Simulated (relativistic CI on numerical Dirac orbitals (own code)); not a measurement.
## Tc⁴⁺: L-alpha,beta X-ray emission

Computed with this model: Dirac-Coulomb-Breit CI, KLI orbitals optimised for each configuration, model QED, valence Slater integrals scaled by 0.7, multiplet model of X-ray emission after core ionisation; configurations [Kr] 4d3 → [He] 2s2 2p5 3s2 3p6 3d10 4s2 4p6 4d3 → [Ar] 3d9 4s2 4p6 4d3; 300 K; Lorentzian 2.8 eV and Gaussian 0.6 eV FWHM. Energies are those of the free ion, without screening or charge transfer. S is read from ⟨S²⟩ = S(S + 1).

free ion: ground-state S = 1.49, centroid 2464.06 eV. Peaks (eV, height): 2426.0 (100), 2539.2 (48).

Strongest unbroadened transitions for free ion:

```csv
Energy (eV),Relative strength
2425.49,18.3
2425.56,12.7
2425.61,12.3
2425.63,38.6
2425.78,17.5
2425.83,31.5
2425.90,25.1
2425.91,60.2
2425.95,14.2
2425.98,59.7
2426.06,99.9
2426.09,56.8
2538.91,100.0
2538.98,12.3
2539.11,16.6
2539.50,27.7
2539.71,14.1
2540.09,17.7
```
